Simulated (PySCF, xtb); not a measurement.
AlH3, SMILES [AlH3].

GFN2-xTB in xtb at its own geometry gives an orbital gap of 5.32 eV and a dipole moment of 0.00 D.

Coordinates come from a ωB97X-D3(BJ)/def2-TZVPD optimisation. The isomer is the one that the SMILES or the coordinates give; other isomers of the formula were not compared.

What does M06-2X/def2-TZVPD (PySCF) give? (Estimate from the structure and the level; the computed values follow.)

gap 8.52 eV (levels -9.72 and -1.19 eV), dipole 0.00 D.
